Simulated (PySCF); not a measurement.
C10H7N3, SMILES C1=CC2=CC=NC3=NC=CC(=C1)N23.

Geometry optimised at B3LYP-D3(BJ)/def2-SVP.

Two levels are set side by side: PBE/def2-SVP (PySCF) and r2SCAN/def2-SVP (PySCF). Same geometry, gas phase. Differences are taken from unrounded values.

```
quantity                     r2SCAN
---------------------------  ------
orbital gap (eV)               1.75
highest occupied level (eV)   -4.61
lowest empty level (eV)       -2.86
dipole moment (D)              4.54
mean polarisability (bohr³)   131.5
```

Q: What does PBE give, and how far is it from r2SCAN? (The exact figures need the calculation; the answer reports its results.)

A: 
```
quantity                       PBE  PBE minus r2SCAN
---------------------------  -----  ----------------
orbital gap (eV)              1.55             -0.20
highest occupied level (eV)  -4.45              0.16
lowest empty level (eV)      -2.90             -0.03
dipole moment (D)             4.38             -0.16
mean polarisability (bohr³)  133.1               1.6
```

Rough cost on one machine, each run with all the roots and properties that it gave: r2SCAN against PBE about 4 times.
